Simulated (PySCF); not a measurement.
Ga(Cl)(SiH3)2, H6ClGaSi2, SMILES [Ga]([SiH3])([Cl])[SiH3], B3LYP/def2-SVP optimised geometry.

```
10

Ga     0.02    -0.42     0.00
Cl    -0.82    -2.45    -0.05
Si    -1.67     1.34     0.00
H     -1.78     1.90    -1.38
H     -1.27     2.45     0.92
H     -3.00     0.82     0.42
Si     2.45    -0.42     0.00
H      3.00     0.97     0.12
H      2.95    -1.02    -1.28
H      2.96    -1.24     1.14
```

Density from B3LYP/def2-TZVP run with PySCF at that geometry.

Minimum of the electron density along straight lines between bonded atoms, close to the bond critical point (lines longer than 1.1 times the sum of covalent radii, or with two minima, are not listed):

```
bond     length / Å  ρ at the minimum / e bohr⁻³  ∇²ρ there / e bohr⁻⁵  position (fraction from the first atom)
-------  ----------  ---------------------------  --------------------  ---------------------------------------
Ga1–Cl2       2.196                          ___                   ___                                     0.44
Ga1–Si3       2.435                        0.078                 -0.08                                     0.48
Si3–H4        1.496                        0.117                  0.15                                     0.49
Si3–H5        1.495                        0.118                  0.15                                     0.49
Si3–H6        1.491                        0.119                  0.14                                     0.49
Ga1–Si7       2.435                        0.078                 -0.08                                     0.48
Si7–H8        1.494                        0.118                  0.15                                     0.49
Si7–H9        1.494                        0.118                  0.15                                     0.49
Si7–H10       1.494                        0.118                  0.14                                     0.49
```

Problem. Some entries are withheld; supply them.

Solution. 
- Ga1–Cl2, ρ at the minimum / e bohr⁻³: 0.087
- Ga1–Cl2, ∇²ρ there / e bohr⁻⁵: 0.23
